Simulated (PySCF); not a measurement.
C4H12Si3.
Structure used (GFN2-xTB), in Å, numbered top down from 1:
```
atom  x, y, z in Å
Si1   -4.1238   -0.8864   -0.4888
C2    -2.5553   -0.1610    0.2547
C3    -1.5164    0.3049   -0.4346
Si4    0.0655    1.0088    0.2997
Si5    1.8114   -0.0964   -0.6972
C6     3.3690   -0.5158    0.2910
C7     3.5437    0.6638   -0.6591
H8    -5.2535    0.0092   -0.2235
H9    -4.3798   -2.1893    0.1311
H10   -3.9434   -1.0439   -1.9329
H11   -2.4993   -0.1253    1.3379
H12   -1.5711    0.2697   -1.5183
H13    0.0887    2.4565    0.0282
H14    0.0114    0.8519    1.7605
H15    1.6514   -0.9928   -1.8444
H16    3.9467   -1.3983    0.0578
H17    3.4161   -0.2834    1.3458
H18    3.6969    1.6269   -0.1923
H19    4.2317    0.5103   -1.4774
```

Definitions: NICS(0) = −σiso at the ring centroid; NICS(1) = −σiso and NICS(1)zz = −σzz at ±1 Å along the ring normal z. Level: GIAO PBE0/pcSseg-1 (PySCF, non-relativistic, gas phase) on the GFN2-xTB geometry, one conformer.

Ring bond lengths (Å), with Mayer bond orders in brackets: Si5–C6 1.892 (0.95), C6–C7 1.525 (0.92), C7–Si5 1.892 (0.94).

Task: Give the NICS values of each ring in ppm.

Result: 
| ring | type | NICS(0) | NICS(1), two faces | NICS(1)zz, two faces | rms pucker (Å) | centre to ring atoms, mean (Å) |
| --- | --- | --- | --- | --- | --- | --- |
| Si5–C6–C7 | 3-membered ring with Si; formal bonds all single | -30.7 | -8.8 / -9.1 | -18.9 / -18.4 | 0.00 | 1.02 |

Task: What can be read from them?

Result: 
- Si5–C6–C7: mean NICS(1)zz -18.6 ppm, shielded. Si5, C6, C7 have four or more neighbours, so the value isn't read as a sign of a π ring current. NICS(0) lies 22 ppm below the mean NICS(1).

Task: How shielded are the nuclei of the rings and their hydrogens (means over atoms taken as equivalent)?

Result: 
```csv
atoms,environment,σ isotropic (ppm),"principal values of the symmetric part, first atom (ppm)"
Si5,SiH silicon,532.1,"403.0, 436.1, 757.2"
C6 (×2),sp3 carbon bound to silicon,189.1,"166.5, 185.8, 213.4"
H15,Si–H hydrogen,29.69,"23.0, 27.2, 38.9"
H16 (×2),methylene hydrogen,31.01,"25.5, 26.3, 41.2"
H17 (×2),methylene hydrogen,31.28,"26.2, 26.9, 40.6"
```
